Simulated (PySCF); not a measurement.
Atoms are numbered as in `[CH:1]#[C:2][C:3]1=[CH:4][C@H:5]2[C:6]([C:7]#[N:8])=[CH:9][C@@H:10]1[CH:11]=[C:12]2[C:13]#[N:14]` (H(Xn): hydrogen on atom n).

Geometry: PBE0-D3(BJ)/def2-SVP; GIAO absolute shieldings from PySCF, gas phase, non-relativistic, averaged over equivalent atoms.

At PBE0/pcSseg-1 (268 basis functions):
| atoms | σ (ppm) |
| --- | --- |
| C9/C11 | 20.4 |
| C4 | 28.1 |
| C3 | 40.0 |
| C6/C12 | 48.6 |
| C7/C13 | 64.2 |
| C1 | 83.3 |
| C2 | 103.6 |
| C10 | 125.3 |
| C5 | 126.4 |
| N8/N14 | -75.4 |
| H(C9)/H(C11) | 23.66 |
| H(C4) | 23.91 |
| H(C10) | 26.68 |
| H(C5) | 26.70 |
| H(C1) | 27.31 |

Q: Predict the values at wB97X-D/pcSseg-1 on the same geometry.

A: 
```csv
atoms,σ at wB97X-D/pcSseg-1,change
C9/C11,18.4,-2.0
C4,26.5,-1.6
C3,38.5,-1.5
C6/C12,46.9,-1.7
C7/C13,64.5,+0.3
C1,84.5,+1.2
C2,105.6,+2.0
C10,126.8,+1.5
C5,127.8,+1.4
N8/N14,-71.8,+3.6
H(C9)/H(C11),23.75,+0.09
H(C4),24.03,+0.12
H(C10),26.90,+0.22
H(C5),26.93,+0.23
H(C1),27.51,+0.20
```

The largest change is at N8/N14 (nitrile nitrogen). Cost: 268 basis functions. The order of the carbon signals is the same at both levels.
